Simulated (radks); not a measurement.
The numbers below are computed, except where a source is named.
Charge is removed step by step from the 5s1/2 level of Re3+, starting from [Xe] 4f14 5d4. Code: a radial shooting solver on a logarithmic mesh with Libxc functionals. Model: Dirac Kohn-Sham, LDA (Slater exchange, Perdew-Wang correlation), spin-unpolarised, spherical densities, finite nucleus; open shells fill j = l - 1/2 first; Fermi nuclear charge, rms radius 5.3698 fm.

removed (e) = 0: E - E(0) (eV) 0.000; eigenvalue (eV) -114.60; E minus straight line (eV) 0.000
removed (e) = 0.1: E - E(0) (eV) 11.546; eigenvalue (eV) -116.32; E minus straight line (eV) -0.791
removed (e) = 0.2: E - E(0) (eV) 23.264; eigenvalue (eV) -118.05; E minus straight line (eV) -1.409
removed (e) = 0.3: E - E(0) (eV) 35.156; eigenvalue (eV) -119.79; E minus straight line (eV) -1.853
removed (e) = 0.4: E - E(0) (eV) 47.223; eigenvalue (eV) -121.55; E minus straight line (eV) -2.122
removed (e) = 0.5: E - E(0) (eV) 59.466; eigenvalue (eV) -123.32; E minus straight line (eV) -2.215
removed (e) = 0.6: E - E(0) (eV) 71.886; eigenvalue (eV) -125.09; E minus straight line (eV) -2.130
removed (e) = 0.7: E - E(0) (eV) 84.485; eigenvalue (eV) -126.88; E minus straight line (eV) -1.868
removed (e) = 0.8: E - E(0) (eV) 97.263; eigenvalue (eV) -128.68; E minus straight line (eV) -1.426
removed (e) = 0.9: E - E(0) (eV) 110.22; eigenvalue (eV) -130.49; E minus straight line (eV) -0.804
removed (e) = 1: E - E(0) (eV) 123.36; eigenvalue (eV) -132.31; E minus straight line (eV) 0.000

Removing the whole electron costs 123.36 eV by Delta-SCF, against 114.60 eV from minus the eigenvalue at the starting occupation. Slater's transition state (half an electron removed) gives 123.32 eV. Integrating minus the eigenvalue over the occupation (Janak's theorem) gives 123.36 eV. The mean slope of the eigenvalue, de/dn, is 17.7 eV per electron.
